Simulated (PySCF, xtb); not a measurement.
1-chloro-3-methylbuta-1,2-diene (C₅H₇Cl), SMILES CC(C)=C=CCl.

GFN2-xTB (xtb) at its own geometry gives an orbital gap of 4.65 eV and a dipole moment of 2.74 D.

Geometry optimised at r2SCAN-D4/def2-SVP.

**Question.** What does PySCF with PBE0/def2-TZVP give? (Estimate from the structure and the level; the computed values follow.)

**Answer.** gap 6.67 eV (levels -7.13 and -0.45 eV), dipole 2.57 D.
